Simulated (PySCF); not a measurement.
UHF on O(2+) (oxygen, charge +2)

Configuration: [He] 2s2 2p2, high-spin 3P determinant. Calculation: PySCF 2.14, in dyall-av2z (11s7p2d, 42 functions); the non-relativistic Hamiltonian (point nucleus).

| Property | Result |
| --- | --- |
| Total energy | -73.103190 hartree |
| One-electron energy | -92.6203 hartree |
| Hartree (Coulomb) energy | 26.8571 hartree |
| Exchange energy | -7.3400 hartree |
| Kinetic energy | 73.09813 hartree |
| ⟨S²⟩ | 2.0046 |
| ⟨L²⟩ | 2.007 |
| Sum of ⟨r⟩ | 4.434 bohr |
| Sum of ⟨r²⟩ | 5.047 bohr² |
| Traceless quadrupole moment −½Σ⟨3z² − r²⟩ along its main axis | 0.479 e·bohr² |
| Density at the nucleus (Gaussians lack the cusp) | 304 bohr⁻³ |
| Spin density at the nucleus | 0.150 bohr⁻³ |
| Langevin diamagnetic susceptibility | -4.00 ×10⁻⁶ cm³/mol |

```tsv
shell	electrons	mean orbital energy (eV)	rms radius, mean of both spins (bohr)
1s α	1	-607.17	0.230
1s β	1	-604.34	0.230
2s α	1	-72.742	1.13
2s β	1	-62.340	1.13
2p α	2	-55.781	1.09
```

Spin-orbit constants ζ (cm⁻¹) from the X2C one-electron operator on these orbitals (non-relativistic here): bare nucleus, nucleus screened by l(l+1)(2l+1)/3 electrons, and screened by the Breit-Pauli mean field of the electrons.

| shell | bare | screened nucleus | mean field |
| --- | --- | --- | --- |
| 2p | 331.9 | 248.9 | 216.8 |

To first order the Landé constant is A = 108.4 cm⁻¹, so the lowest level has J = 0 and lies 0.0269 eV below the centre of the term. This holds in LS coupling only.
